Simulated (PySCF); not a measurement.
H3ISiZn, SMILES [SiH3][Zn][I]. Atoms are numbered in the order given.

```xyz
6

Zn     0.0000     0.0000     0.8792
I      0.0000     0.0000    -1.5618
Si     0.0000     0.0000     3.2228
H     -1.2094    -0.6983     3.7597
H      0.0000     1.3966     3.7597
H      1.2094    -0.6983     3.7597
```
Charge 0, spin multiplicity 1.

The structure is a stationary point at r2SCAN-D4/def2-SVP. The def2 effective core potentials stand for the cores of I; spin–orbit coupling is left out.

All values below come from ωB97X/def2-TZVPD (PySCF).

Mulliken values depend strongly on the basis, most of all with diffuse functions as here. ESP charges are fitted to the potential on shells at 1.4 to 2.0 van der Waals radii. Atomic charges (e):

```csv
atom,ESP fit,Mulliken
Zn1,0.42,0.12
I2,-0.29,-0.16
Si3,-0.06,0.38
H4,-0.02,-0.12
H5,-0.02,-0.12
H6,-0.02,-0.12
```
